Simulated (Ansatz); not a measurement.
```yaml
atoms:
  - { symbol: Zr, position_ang: [0.0000, 0.0000, 0.0000] }
  - { symbol: F, position_ang: [1.0942, 1.0942, 1.0942] }
  - { symbol: F, position_ang: [1.0942, -1.0942, -1.0942] }
  - { symbol: F, position_ang: [-1.0942, 1.0942, -1.0942] }
  - { symbol: F, position_ang: [-1.0942, -1.0942, 1.0942] }
```

Basis set: def2-TZVP (spherical functions, with the set's core potentials past Kr). Left uncorrelated: 4 orbitals. Charge 0, multiplicity 1.

Computed with Ansatz (development build ahead of 0.2.0); each method stands on the lowest determinant of its kind that the runs found. Restricted open shells among the atoms or ions are ROHF, correlated in semicanonical orbitals with singles.

**Question.** Give the atomization energy at this shape (free ground-state atoms in the same class of orbitals less the molecule, no zero-point energy) of singlet ZrF₄ by RHF-MP2, RHF.

**Answer.**

```json
{"method": "RHF-MP2", "atomization energy": "640.17 kcal/mol"}
{"method": "RHF", "atomization energy": "466.10 kcal/mol"}
```

Caution: no unrestricted run beside it, a lower state can exist; other spin multiplicities were not run.
